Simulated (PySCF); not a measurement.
# Property card for `CCOCOCC` (diethoxymethane)

Diethoxymethane, C5H12O2.
Structure used (GFN2-xTB), in Å, numbered top down from 1:
```xyz
19
C5H12O2 angstrom
C     -3.0043    0.4831   -0.4855
C     -1.7513   -0.2517   -0.9526
O     -0.6095    0.5921   -1.0291
C      0.0511    0.7950    0.1833
O      0.6170   -0.3662    0.7104
C      1.6756   -0.9171   -0.0625
C      3.0172   -0.2426    0.2059
H     -2.9031    0.8103    0.5465
H     -3.1781    1.3546   -1.1118
H     -3.8609   -0.1818   -0.5563
H     -1.5359   -1.1000   -0.2917
H     -1.8947   -0.6221   -1.9709
H     -0.6271    1.1602    0.9668
H      0.8076    1.5620   -0.0329
H      1.4219   -0.8563   -1.1276
H      1.7205   -1.9687    0.2319
H      3.7999   -0.7597   -0.3422
H      3.2434   -0.2783    1.2685
H      3.0005    0.7968   -0.1122
```

Structural features include: ether.

From GFN2-xTB geometry:

```
Point group of the GFN2-xTB geometry                  : C2
Rotational constants A, B, C of the GFN2-xTB geometry : 7.693, 1.165, 1.153 GHz
```

PBE0/def2-SVPD ground state and vertical TDDFT (core frozen in the response) (PySCF):

```
Dipole moment                                                     : 0.28 D
HOMO energy                                                       : -7.78 eV
LUMO energy                                                       : 0.70 eV
HOMO–LUMO gap                                                     : 8.48 eV
Lowest singlet excitation                                         : 7.36 eV (168 nm, f = 0.027)
Strongest line among the 8 lowest singlet transitions             : S1 at 7.36 eV (168 nm, f = 0.027)
Lowest triplet excitation (Tamm–Dancoff)                          : 7.27 eV
Static isotropic polarisability                                   : 72.4 au
Electronic spatial extent ⟨r²⟩ about the centre of nuclear charge : 1117 bohr²
```

From PBE0/pcSseg-1 ground state and GIAO shieldings, non-relativistic (PySCF):

```
Lowest Hirshfeld atomic charge                              : -0.15 e on O3/O5
Highest Hirshfeld atomic charge                             : +0.06 e on C4
13C chemical shifts (computed TMS as zero) by class         : 88.6 (C4), 61.1 (C2/C6), 13.9 (C1/C7) ppm
1H chemical shifts (computed TMS as zero) by class          : 4.83 (H13/H14), 3.86 (H11/H12/H15/H16), 1.12 (H8/H9/H10/H17/H18/H19) ppm
Isotropic shieldings of nuclei other than C and H, by class : 264 (O3/O5) ppm
Mayer bond orders between heavy atoms                       : C1–C2 1.06, C2–O3 0.90, O3–C4 0.96, C4–O5 0.96, O5–C6 0.90, C6–C7 1.06
```

Monoisotopic mass (most abundant isotopes): 104.0837 u.

The largest Löwdin shares of the HOMO are 0.36 on O3, 0.30 on O5 and 0.06 on C4. The principal polarisabilities are 62.4, 67.6 and 87.2 au; their mean is the isotropic value. The polarisability is 10.73 Å³ as a volume (1 au = 0.148185 Å³), or 1.25 au for each of the 58 electrons. S1 lies 1.12 eV below the HOMO–LUMO gap; its leading configuration is HOMO→LUMO, weight 0.95. No computed singlet falls in the visible range (750 to 380 nm, 1.65 to 3.26 eV); S1 lies 4.10 eV above its blue end. The rotational constants make it an asymmetric top with κ = (2B − A − C)/(A − C) = -1.00, nearer the prolate limit (−1).

Geometry: GFN2-xTB, one conformer, isolated molecule. NMR classes are plain means over equivalent atoms (diastereotopic ones count apart unless rotation or inversion swaps them), as if these changed places fast; in this geometry the members of some classes differ.
